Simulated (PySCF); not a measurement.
`CC(=O)[P@]1(=O)C(C)=C1F`, C$_{5}$H$_{6}$FO$_{2}$P

Geometry:
```tsv
atom	x (Å)	y (Å)	z (Å)
C1	2.809	0.121	-0.329
C2	1.559	-0.122	0.426
O3	1.391	-0.210	1.603
P4	0.102	-0.292	-0.752
O5	0.366	-0.121	-2.186
C6	-1.510	-0.061	0.089
C7	-2.579	0.834	0.557
C8	-1.179	-1.348	-0.036
F9	-1.723	-2.530	0.214
H10	2.962	-0.709	-1.021
H11	3.666	0.235	0.330
H12	2.672	1.012	-0.944
H13	-2.864	1.524	-0.237
H14	-2.226	1.423	1.403
H15	-3.448	0.252	0.861
```

The calculation used GIAO PBE/pcSseg-1 magnetisability, rotational g tensor and spin-rotation constants, non-relativistic, gas phase (PySCF). Geometry: GFN2-xTB.

**Question.** Give the nuclear spin-rotation constants along the inertial axes (H = +C I·J) beside the isotropic shieldings.

**Answer.** Rotational constants 1.9208, 0.9615, 0.9179 GHz. A star marks the isotopologue with that one atom substituted, in its own axes.
| atom | isotope | Caa (kHz) | Cbb (kHz) | Ccc (kHz) | mean (kHz) | σ (ppm) |
| --- | --- | --- | --- | --- | --- | --- |
| P4 | 31P | 3.497 | 0.625 | 1.715 | 1.946 | 373.7 |
| F9 | 19F | 3.114 | 0.320 | 1.819 | 1.751 | 241.8 |
| H10 | 1H | -0.176 | -0.066 | -0.015 | -0.085 | 28.3 |
| H11 | 1H | -0.026 | -0.049 | -0.113 | -0.063 | 29.2 |
| H12 | 1H | -0.168 | -0.052 | -0.030 | -0.083 | 28.2 |
| H13 | 1H | -0.207 | -0.032 | -0.048 | -0.096 | 29.6 |
| H14 | 1H | -0.178 | -0.036 | -0.060 | -0.091 | 29.7 |
| H15 | 1H | 0.038 | -0.101 | -0.090 | -0.051 | 29.1 |
| C1 | 13C* | 0.269 | 0.220 | 0.154 | 0.214 | 143.3 |
| C2 | 13C* | 1.007 | 0.519 | 0.249 | 0.592 | -32.0 |
| O3 | 17O* | -1.243 | -1.137 | -0.071 | -0.817 | -379.3 |
| O5 | 17O* | -0.406 | -0.096 | -0.150 | -0.217 | 203.7 |
| C6 | 13C* | 0.836 | 0.198 | 0.307 | 0.447 | 48.4 |
| C7 | 13C* | 0.269 | 0.120 | 0.134 | 0.174 | 171.1 |
| C8 | 13C* | 0.924 | 0.297 | 0.327 | 0.516 | 9.8 |

For the geometry as given, no vibrational averaging.
